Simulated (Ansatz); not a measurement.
Total energies of the cluster Ti2O4⁻ (the lowest doublet isomer of a short search) from Ansatz at PBE0-D4/def2-TZVPD, gas phase (1 Eh = 27.2114 eV = 2625.5 kJ/mol). The reference geometry is relaxed at PBE-D4/def2-SVPD.

```tsv
atom	x (Å)	y (Å)	z (Å)
Ti1	0.5585	0.4996	1.1257
Ti2	-0.5583	-0.4996	-1.1251
O3	1.1614	1.9798	1.6197
O4	1.1694	-0.3323	-0.4324
O5	-1.1692	0.3314	0.4334
O6	-1.1617	-1.9789	-1.6214
```

| state | geometry | energy (Eh) |
| --- | --- | --- |
| charge -1 doublet | reference | -1999.56124 |
| charge 0 singlet | reference | -1999.49135 |
| charge -1 quartet | relaxed at PBE-D4/def2-SVPD | -1999.45612 |

(1) Work out the vertical ionisation energy to the singlet.

(2) Which of the charge -1 states is lowest, and how far above it are the others?

(1) E(charge 0 singlet) − E(charge -1 doublet) = -1999.49135 − (-1999.56124) = 0.06989 Eh = 1.90 eV. For comparison, −ε of the highest occupied level of the spin that leaves is 0.40 eV at this level, 1.50 eV less.

(2) The doublet. quartet: -1999.45612 − (-1999.56124) = 0.10512 Eh = 276.0 kJ/mol.

The structure comes from a short search, and lower isomers may exist.
